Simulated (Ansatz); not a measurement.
The cluster Sn4H8, relaxed as a triplet with UKS PBE-D4/def2-SVP in Ansatz, starting from the PBE-D4/def2-SVP geometry of the neutral singlet. Force threshold 0.02 eV/Å.

In the def2 sets Sn takes a core potential; there is no spin–orbit coupling. At PBE-D4/def2-SVP a singlet of charge 0 lies 1.42 eV below the triplet, each at its own geometry. The structure comes from a short search, and lower isomers may exist.

Start:

```xyz
12

Sn    1.7460    0.3362   -0.7948
Sn   -1.9669   -0.8447    0.3427
Sn   -0.6158    1.6337    0.0982
Sn    0.3591   -2.6027    0.6100
H    -3.0801   -0.6862    1.6758
H     3.2414    0.3084    0.0854
H     0.9416   -1.3848    1.8117
H    -0.1141    2.4308    1.5596
H     2.1671    0.3301   -2.4862
H    -2.9788   -0.9359   -1.0758
H    -0.9730    2.8913   -1.0538
H     1.2736   -1.4762   -0.7727
```

| step | energy (eV) | largest force component (eV/Å) | SCF passes |
| --- | --- | --- | --- |
| 1 | -23452.6472 | 1.057 | 19 |
| 2 | -23453.0468 | 0.434 | 24 |
| 3 | -23453.2869 | 0.750 | 20 |
| 4 | -23453.4595 | 0.468 | 22 |
| 5 | -23453.5199 | 0.257 | 20 |
| 6 | -23453.5703 | 0.104 | 19 |
| 7 | -23453.5792 | 0.140 | 19 |
| 8 | -23453.5906 | 0.090 | 18 |
| 9 | -23453.5933 | 0.192 | 18 |
| 10 | -23453.5982 | 0.051 | 19 |
| 11 | -23453.5988 | 0.036 | 15 |
| 12 | -23453.6010 | 0.086 | 19 |
| 13 | -23453.6019 | 0.047 | 19 |
| 14 | -23453.6035 | 0.013 | 18 |
| 15 | -23453.6036 | 0.128 | 19 |
| 16 | -23453.6045 | 0.107 | 19 |
| 17 | -23453.6065 | 0.009 | 18 |
| 18 | -23453.6070 | 0.020 | 18 |
| 19 | -23453.6073 | 0.048 | 17 |
| 20 | -23453.6077 | 0.033 | 14 |
| 21 | -23453.6082 | 0.012 | 18 |

Force components are those of the run's own axes.

End:

```xyz
12

Sn    1.9778    0.3153   -1.0714
Sn   -2.1919   -0.6955    0.5603
Sn   -0.4062    1.4052   -0.0678
Sn   -0.3909   -2.5335    1.7557
H    -3.4822   -0.2403    1.6319
H     3.1163    0.0875    0.2056
H     1.2677   -1.9192    1.7487
H    -0.1185    2.3105    1.3820
H     2.6707    1.3670   -2.2596
H    -2.9360   -1.3632   -0.8616
H    -1.1534    2.4767   -1.2156
H     1.6466   -1.2105   -1.8080
```

By distances, no bond broke or formed. The bond that changes most is Sn1–H12, from 1.87 to 1.73 Å (atoms count from 1). A close non-bonded pair moves further: Sn4–H12, from 2.00 to 4.31 Å.

The force fell under the threshold at step 14, but the optimiser went on and released 0.005 eV more. No frequencies were taken in this run, so the end may be a saddle point.

Hardware: 4 threads of Arm Neoverse V1 on a shared host. Wall time 53 s.
